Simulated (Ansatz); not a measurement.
Cost and result for the atomization energy of CH10Si3 (`C[SiH]([SiH3])[SiH3]`) (14 atoms, 13 bonds).

Z-matrix (Å, degrees):
```
C
Si 1 1.883
H 1 1.092 2 110.7
H 1 1.092 2 110.7 3 120.1
H 1 1.092 2 110.7 3 -120.0
Si 2 2.340 1 111.2 3 -179.6
Si 2 2.340 1 111.1 3 59.5
H 2 1.493 1 109.9 3 -60.1
H 6 1.490 2 111.4 1 58.2
H 6 1.488 2 110.6 1 178.9
H 6 1.490 2 110.0 1 -61.5
H 7 1.488 2 110.6 1 -179.4
H 7 1.490 2 110.0 1 61.0
H 7 1.490 2 111.4 1 -58.7
```

Charge 0, multiplicity 1. Geometry: relaxed with PBE0-D4/def2-TZVP. Program: Ansatz. All runs use 4 threads of a server CPU on a shared host. Times are those of one run each, without the atoms' runs, and a repeat can differ threefold. Electronic energies, without spin–orbit coupling; frozen cores. CCSD(T)/CBS adds CCSD(T) − MP2 in def2-TZVPP to the MP2 limit, and its time is that of the two runs behind it. T1 = 0.012. B3LYP takes the VWN-RPA correlation (the form of Gaussian; ORCA's B3LYP/G). HSE06 is the plane-wave form, built on full-range PBE exchange.

CCSD(T)/CBS is a level of theory with its own doubt, some kJ/mol a heavy atom from the limit and from the frozen cores, so smaller differences don't rank the functionals.

```json
{"level": "PBE-D4/def2-TZVPP (with forces)", "functions": "297", "wall time": "3.7 s", "atomization (kcal/mol)": "1043.9", "difference from CCSD(T)/CBS": "-8.7", "per bond": "-0.7"}
{"level": "PBE0-D4/def2-TZVPP", "functions": "297", "wall time": "4.3 s", "atomization (kcal/mol)": "1043.2", "difference from CCSD(T)/CBS": "-9.4", "per bond": "-0.7"}
{"level": "CCSD(T)/def2-SVP", "functions": "118", "wall time": "4.7 s", "atomization (kcal/mol)": "990.0", "difference from CCSD(T)/CBS": "-62.6", "per bond": "-4.8"}
{"level": "HSE06-D4/def2-TZVPP", "functions": "297", "wall time": "5.5 s", "atomization (kcal/mol)": "1043.6", "difference from CCSD(T)/CBS": "-9.0", "per bond": "-0.7"}
{"level": "CAM-B3LYP-D4/def2-TZVPP", "functions": "297", "wall time": "5.5 s", "atomization (kcal/mol)": "1054.2", "difference from CCSD(T)/CBS": "1.6", "per bond": "0.1"}
{"level": "r2SCANh-D4/def2-TZVPP", "functions": "297", "wall time": "6 s", "atomization (kcal/mol)": "1049.9", "difference from CCSD(T)/CBS": "-2.7", "per bond": "-0.2"}
{"level": "B3LYP-D4/def2-TZVPP (with forces)", "functions": "297", "wall time": "7.5 s", "atomization (kcal/mol)": "1051.8", "difference from CCSD(T)/CBS": "-0.8", "per bond": "-0.1"}
{"level": "PBE-QIDH/def2-TZVPP", "functions": "297", "wall time": "8 s", "atomization (kcal/mol)": "1040.1", "difference from CCSD(T)/CBS": "-12.5", "per bond": "-1.0"}
{"level": "B97M-V/def2-TZVPP", "functions": "297", "wall time": "9.5 s", "atomization (kcal/mol)": "1058.5", "difference from CCSD(T)/CBS": "5.9", "per bond": "0.5"}
{"level": "ωB97X-V/def2-TZVPP", "functions": "297", "wall time": "11 s", "atomization (kcal/mol)": "1060.0", "difference from CCSD(T)/CBS": "7.4", "per bond": "0.6"}
{"level": "MP2/def2-QZVPP", "functions": "567", "wall time": "32 s", "atomization (kcal/mol)": "1032.2", "difference from CCSD(T)/CBS": "-20.4", "per bond": "-1.6"}
{"level": "CCSD(T)/def2-TZVPP", "functions": "297", "wall time": "120 s", "atomization (kcal/mol)": "1028.4", "difference from CCSD(T)/CBS": "-24.2", "per bond": "-1.9"}
{"level": "CCSD(T)/CBS(def2)", "functions": "–", "wall time": "2.5 min", "atomization (kcal/mol)": "1052.6", "difference from CCSD(T)/CBS": "0.0", "per bond": "0.0"}
```

At CCSD(T), def2-SVP lies −62.6 kcal/mol from the extrapolated value and def2-TZVPP −24.2 kcal/mol: correlation converges slowly with the basis, and small sets miss more of it in the bonded molecule than in its fragments. From r2SCAN to r2SCAN0 (25 % exact exchange), in def2-TZVPP and without D4, the atomization energy moves by −5.1 kcal/mol: exact exchange takes away binding that semilocal exchange gives to molecules. Leaving LDA and LC-ωPBE aside and taking each functional with its dispersion term where it has one, the values, not all of them listed here, spread over 28.9 kcal/mol, from revPBE-D4 to ωB97X-V. LDA lies +119.9 kcal/mol from PBE without D4, its usual overbinding.
